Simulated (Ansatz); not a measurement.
Saddle point of AlH₂ClF₂, singlet (AlClF₂ ([F][Al]([F])[Cl]) + H₂ → AlHF₂ ([F][AlH][F]) + HCl (still joined by a long Al–Cl bond); bonds formed: Al1–H6, Cl2–H5; bonds broken: H5–H6; bonds weakened to dative contacts: Al1–Cl2), PBE0-D4/def2-TZVP structure:

| atom | x (Å) | y (Å) | z (Å) |
| --- | --- | --- | --- |
| Al1 | -0.1198 | -0.5507 | -0.1968 |
| Cl2 | 0.5632 | 1.7204 | -0.4174 |
| F3 | 1.1749 | -1.5029 | -0.5159 |
| F4 | -1.5278 | -0.7337 | -1.0142 |
| H5 | 0.1647 | 1.0948 | 0.7923 |
| H6 | -0.2553 | -0.0278 | 1.3520 |

Energies are electronic, without zero-point energy. Barriers and step energies count from the start structure reached by relaxing down the imaginary mode; all methods use the PBE0-D4 structures, on which another method's saddle can fall below an end. Ansatz 0.2.0; basis: def2-TZVPP, with def2-QZVPP for the basis limit; cores frozen in the correlated methods. B3LYP uses VWN-RPA correlation. Extrapolation: Hartree–Fock as exp(−7.88 √X), correlation as X^−2.97.

```json
{"method": "SPW92", "barrier (eV)": "1.083", "step energy (eV)": "0.961"}
{"method": "PBE-D4", "barrier (eV)": "?", "step energy (eV)": "1.048"}
{"method": "BLYP-D4", "barrier (eV)": "1.399", "step energy (eV)": "1.061"}
{"method": "r2SCAN-D4", "barrier (eV)": "1.413", "step energy (eV)": "1.152"}
{"method": "B97M-V", "barrier (eV)": "1.406", "step energy (eV)": "1.017"}
{"method": "PBE0-D4", "barrier (eV)": "1.403", "step energy (eV)": "1.075"}
{"method": "B3LYP-D4", "barrier (eV)": "1.482", "step energy (eV)": "1.077"}
{"method": "r2SCAN0-D4", "barrier (eV)": "1.494", "step energy (eV)": "1.149"}
{"method": "BHLYP-D4", "barrier (eV)": "1.623", "step energy (eV)": "1.099"}
{"method": "CAM-B3LYP-D4", "barrier (eV)": "1.507", "step energy (eV)": "1.048"}
{"method": "wB97X-V", "barrier (eV)": "1.541", "step energy (eV)": "1.067"}
{"method": "wB97M-V", "barrier (eV)": "1.539", "step energy (eV)": "1.069"}
{"method": "B2PLYP", "barrier (eV)": "1.545", "step energy (eV)": "1.106"}
{"method": "PBE-QIDH", "barrier (eV)": "?", "step energy (eV)": "1.123"}
{"method": "RPA on PBE", "barrier (eV)": "1.502", "step energy (eV)": "1.003"}
{"method": "HF", "barrier (eV)": "1.901", "step energy (eV)": "1.128"}
{"method": "MP2", "barrier (eV)": "?", "step energy (eV)": "1.161"}
{"method": "CCSD", "barrier (eV)": "1.615", "step energy (eV)": "1.081"}
{"method": "CCSD(T)", "barrier (eV)": "1.565", "step energy (eV)": "1.085"}
```

Problem. Fill in the withheld barriers. (Judge from chemistry; the value comes from the calculation.)

Solution. The calculation gives: PBE-QIDH 1.533; PBE-D4 1.282; MP2 1.601 eV. Each is the energy of the saddle less that of the start structure, by the same method.

For comparison, the barrier by CCSD(T) at an estimated basis limit (MP2 extrapolated from triple and quadruple zeta, plus CCSD(T) − MP2 in triple zeta) is 1.601 eV.

The T1 diagnostic stays at or below 0.013. The start structure is not quite a true minimum (one mode of 39i cm⁻¹).

Labels in which every atom is bracketed show which atoms are joined, not bond orders.

For scale, one of the runs: CCSD(T)/def2-TZVPP, 174 basis functions, launched by `ansatz run in.yaml --threads 2 --pin off --events-out ev --progress --plain --max-ram 4352MiB`. The run took 44 s on 2 CPU threads of an Intel Xeon Platinum 8488C (shared host), with 1.5 GiB of host memory at its peak.
